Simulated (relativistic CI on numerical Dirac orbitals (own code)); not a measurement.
## Sensitivity of the levels of Nd XI to α and to the nuclear radius

These numbers are calculated, not measured: Dirac-Coulomb-Breit CI, separate exchange-only KLI orbitals for each configuration, derivatives by finite differences, unscaled Slater integrals, QED left out (own radial code, finite nucleus).

CI space (outside the closed core [Kr] 4d10): 4f²5s², 5s²5p², 4f5s²5p, 4f²5s5p, 4f5s5p², 4f⁴, 4f²5p², 4f³5s. Levels of other configurations are missing.

With x = (α/α₀)² − 1 an excitation energy changes as ω = ω₀ + qx; K = 2q/ω₀ is the relative enhancement. Terms are leading LS components, so labels can repeat. The field-shift factor is F = δν/δ⟨r²⟩ for the transition from the lowest level.

Lowest level 4f²5s² ³H4.

```
      Level  ω₀ (cm⁻¹)  q (cm⁻¹)        K  F (GHz/fm²)
 4f²5s² ³H5     2863.1      2812     1.96        0.127
4f5s²5p ³G3     5058.5    -79690    -31.5         13.6
 4f²5s² ³H6     5845.7      5370     1.84        0.266
 4f²5s² ³F2     6534.5    -34270    -10.5         6.07
 4f²5s² ¹G4     8650.4    -20170    -4.66         4.02
 4f²5s² ³F3     8858.2    -33230     -7.5         6.39
 4f²5s² ³F2    11124.2    -43590    -7.84         7.77
 4f²5s² ³F3    12438.9    -42300     -6.8         8.05
 4f²5s² ³F4    14011.6     -1935   -0.276         1.38
 4f²5s² ¹G4    14952.4    -46340     -6.2         9.19
 4f²5s² ¹D2    28630.0       416   0.0291        0.805
 5s²5p² ³P0    30119.1    -97910     -6.5         15.3
 4f²5s² ¹I6    34997.4      2467    0.141        0.533
 4f²5s² ³P1    36674.8     -1133  -0.0618         1.13
 4f²5s² ³P2    38495.7      3073     0.16        0.787
 4f²5s² ³P0    40985.3    -60610    -2.96         9.81
4f5s²5p ³G3    44113.7    -34330    -1.56         11.2
4f5s²5p ³F4    48175.2    -32210    -1.34         11.3
4f5s²5p ³D2    52068.7    -39100     -1.5         11.7
4f5s²5p ³D3    54168.2    -32580     -1.2         11.4
4f5s²5p ³G5    54320.1    -30770    -1.13         11.4
4f5s²5p ³D1    58326.8    -33810    -1.16         11.2
4f5s²5p ¹G4    61379.6    -33110    -1.08         11.2
```

At this charge transitions that keep the count of f electrons are usually good to a few per cent. Terms inside the open d or f shell come out 10 to 20 % too wide with unscaled integrals. Levels and lines within the n = 5 or 6 shells can be off by up to 10 % or somewhat more, and those that change n by about 2 %, since core polarisation is missing. Levels that differ in their count of f electrons can be misplaced by several ten thousand cm⁻¹, since the correlation energy of f electrons is missing or only estimated; rates across such gaps can be off by orders of magnitude.
